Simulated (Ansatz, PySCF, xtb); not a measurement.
Reaction (SMILES): Brc1cc[se]c1 + 8 [H][H] (H2) → Br (HBr) + 4 C (CH4) + [SeH2] (H2Se)
Structures are relaxed separately at B3LYP-D3(BJ)/def2-TZVP in Ansatz (a first-principles code). Unstable Hartree-Fock reference: Brc1cc[se]c1.

Property: energy of full hydrogenation (0 K, with B3LYP-D3(BJ) harmonic zero-point energies from PySCF), in eV. Correlated levels leave the core frozen unless marked. Spin-orbit coupling is left out. Frozen are the shells of the preceding noble gas and the d and f shells that filled before the atom's block. Non-relativistic. CBS marks a two-point X^-3 extrapolation of the correlation energy; Hartree-Fock from the larger set.

| level | program | energy of full hydrogenation (eV) |
|---|---|---|
| GFN2-xTB | xtb | -6.38 |
| HF/6-31G | Ansatz | -6.42 |
| HF/cc-pVQZ | Ansatz | -6.46 |
| revPBE-D3(BJ)/def2-TZVPD | Ansatz + dftd3 | -4.36 |
| B3LYP/def2-TZVPD | Ansatz | -5.32 |
| RI-MP2/cc-pVQZ | Ansatz | -4.58 |
| CCSD(T)/CBS(cc-pVTZ,cc-pVQZ) | Ansatz | -5.04 |
